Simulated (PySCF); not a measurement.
PySCF 2.14 output of an unrestricted M06-2X calculation on a single atom or ion in aug-cc-pwCVTZ-DK3 with one added diffuse shell each of s, d, f type (12s10p9d6f1g, 138 functions), with scalar relativity by spin-free X2C-1e:

```
SCF conv_tol = 1e-09
number electrons alpha = 40  beta = 39
    Y. Zhao and D. G. Truhlar.,  Theor. Chem. Acc. 120, 215 (2008)
    Y. Zhao and D. G. Truhlar.,  Theor. Chem. Acc. 120, 215 (2008)
cycle= 1 E= -20248.9633592733  delta_E= -0.0287  |g|= 0.107  |ddm|= 1.48
cycle= 2 E= -20248.9637595579  delta_E= -0.0004  |g|= 0.0646  |ddm|= 0.211
cycle= 3 E= -20248.9640231373  delta_E= -0.000264  |g|= 0.0109  |ddm|= 0.0391
cycle= 4 E= -20248.964038702  delta_E= -1.56e-05  |g|= 0.00141  |ddm|= 0.0235
cycle= 5 E= -20248.9640394426  delta_E= -7.41e-07  |g|= 0.000223  |ddm|= 0.00832
cycle= 6 E= -20248.9640394653  delta_E= -2.27e-08  |g|= 1.73e-05  |ddm|= 0.00205
cycle= 7 E= -20248.9640394654  delta_E= -9.09e-11  |g|= 1.78e-06  |ddm|= 5.98e-05
converged SCF energy = -20248.9640394654  <S^2> = 0.75060723  2S+1 = 2.0006071
```

The run itself started from symmetry-adapted Hartree-Fock orbitals and held the occupation by maximum overlap, on a logarithmic radial grid, so the iterations belong to that start.

Problem. Which element, charge and spin multiplicity is this?

Solution. Tl²⁺ (thallium, charge +2), multiplicity 2; the state was [Xe] 4f14 5d10 6s1, 2S determinant.

Spin-orbit coupling, which splits the p, d and f shells strongly at this Z, is absent.
